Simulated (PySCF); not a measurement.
Ionising SiI

UHF; basis Si x2c-SVPall, I x2c-SVPall; spin-free X2C with a Gaussian nucleus; PySCF 2.14. Neutral (UHF): doublet (π ↑), Re = 2.483 Å, ωe = 353 cm⁻¹, De = 1.94 eV, HOMO -7.86 eV, LUMO -0.14 eV.

SiI⁺ (RHF): singlet (closed shell), Re = 2.321 Å, ωe = 468 cm⁻¹, De = 2.56 eV to Si⁺ + I. The energies at the minima are -7401.31381 hartree for SiI and -7401.05586 for SiI⁺.

Work out the adiabatic ionisation energy, without and with harmonic zero-point energies (1 hartree = 27.2114 eV, 1 eV = 8065.5 cm⁻¹), and the change of the bond length.

At HF: 0.25795 hartree = 7.019 eV between the minima; the zero-point term (468.0 − 353.0)/2 cm⁻¹ = +0.007 eV makes it 7.026 eV. Re changes by -16.2 pm against the neutral. The electron leaves a π orbital, and the shorter bond of the ion fits an antibonding orbital, or a change in how ionic the bond is.

Spin–orbit coupling is left out, which matters for elements this heavy, above all for dissociation energies. For an ion De counts to the pair picked by the measured ionisation energies or electron affinities, which need not be the lowest pair at this level. Where the molecule has an RHF reference, its open-shell atoms are computed with UHF. Hartree–Fock leaves out correlation, which carries a large part of most bond energies and some tenths to 1 eV of ionisation energies. States were picked by a PBE0 search and need not be the measured ground states.

Neutral and ion stand on different kinds of reference determinant, which adds to the error of the difference.
